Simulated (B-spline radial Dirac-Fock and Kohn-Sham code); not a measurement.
**Auger parameter of thallium: the N7 level and its strongest N7-OO line**

The computed values come from a radial finite-basis atomic code: multi-electron Dirac-Fock with separately optimised hole states, Breit and Lamb-shift corrections added in first order. The modified Auger parameter α′ is the binding energy plus the kinetic energy of the Auger electron; it does not depend on the energy zero. For free ions it tends to fall with charge, since less charge screens the final holes.

```
            species           configuration  binding 4f7/2 (eV)  Auger line  kinetic (eV)  α′ (eV)
                 Tl  [Xe] 4f14 5d10 6s2 6p1               123.8    O5O5 J=2         72.36    196.2
                 Tl  [Xe] 4f14 5d10 6s1 6p2               125.7    O5O5 J=2         70.98    196.7
                Tl⁺      [Xe] 4f14 5d10 6s2               132.0    O5O5 J=2         63.19    195.1
               Tl²⁺      [Xe] 4f14 5d10 6s1               143.0    O5O5 J=2         52.07    195.1
               Tl³⁺          [Xe] 4f14 5d10               154.9    O5O5 J=2         40.44    195.4
Tl³⁺ (Watson 1.6 Å)          [Xe] 4f14 5d10               128.1    O5O5 J=2         67.41    195.5
```
